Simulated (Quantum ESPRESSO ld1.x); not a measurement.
Species: W III. Configuration: [Kr] 4d10 4f14 5s1 5p6 5d5 (not the ground configuration). All-electron calculation, scalar-relativistic Kohn-Sham, LDA (Slater exchange, Hedin-Lundqvist correlation), spin-unpolarised, spherical densities, point nucleus. Program: ld1.x of Quantum ESPRESSO 7.5.

Normalised radial functions P(r) = r R(r), r in bohr:

```
   r/bohr * 4p (the largest magnitude, 1.68, reaches the edge; | marks zero)
 0.002707                             *
  0.00427                             |*
 0.006792                             | *
  0.01072                             |  *
  0.01704                             |     *
   0.0271                             |        *
  0.04276                             |          *
  0.06801                             |    *
   0.1073                   *         |
   0.1707              *              |
   0.2693                             |       *
   0.4282                             |                          *
   0.6811                             |               *
    1.075                             |  *
    1.709                             *
    2.696                             *
    4.288                             *
    6.766                             *
    10.76                             *
```

4p: eigenvalue -443.67 eV, 2 radial nodes at r = 0.0799, 0.239 bohr, <r> = 0.478 bohr, 90 % of the charge inside 0.695 bohr.
